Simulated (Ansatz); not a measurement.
CH₆BClFNSi, SMILES `BC(F)(Cl)[SiH2]N`, relaxed with RKS PBE-D4/def2-SVP in Ansatz from a rough embedded geometry. The force threshold is 0.03 eV/Å; the program also tests the step.

The species carries charge 0 and has multiplicity 1.

Start:

```xyz
12

B    -0.317    1.285    1.314
C     0.863    0.574    0.498
F     1.710    1.541    0.085
Cl    1.805   -0.519    1.554
Si    0.239   -0.362   -0.984
N    -0.807   -1.724   -0.498
H    -0.377    2.417    1.422
H    -1.149    0.555    1.741
H     1.363   -0.855   -1.795
H    -0.547    0.576   -1.872
H    -1.115   -2.208   -1.366
H    -1.668   -1.281   -0.099
```

Task: How much energy does the relaxation release, and in how many steps? (An estimate is asked.)

Result: Ansatz gave: 19.42 kcal/mol, in 25 steps, 3 of them rejected.

Task: Which bonds change most? (Best estimate.)

Result: Computed: B1–Cl4 from 2.795 to 2.072 Å; C2–Cl4 from 1.787 to 2.029 Å; B1–H7 from 1.139 to 1.213 Å; C2–Si5 from 1.861 to 1.935 Å.

Task: Give the relaxed structure. (An estimate is asked.)

Result: Computed: 
```xyz
12

B    -0.140    1.076    1.504
C     0.651    0.861    0.168
F     1.620    1.732   -0.165
Cl    1.327   -0.383    1.621
Si    0.160   -0.326   -1.279
N    -0.958   -1.570   -0.828
H     0.176    2.009    2.211
H    -1.213    0.520    1.634
H     1.428   -0.926   -1.810
H    -0.493    0.572   -2.292
H    -0.642   -2.274   -0.156
H    -1.918   -1.290   -0.608
```
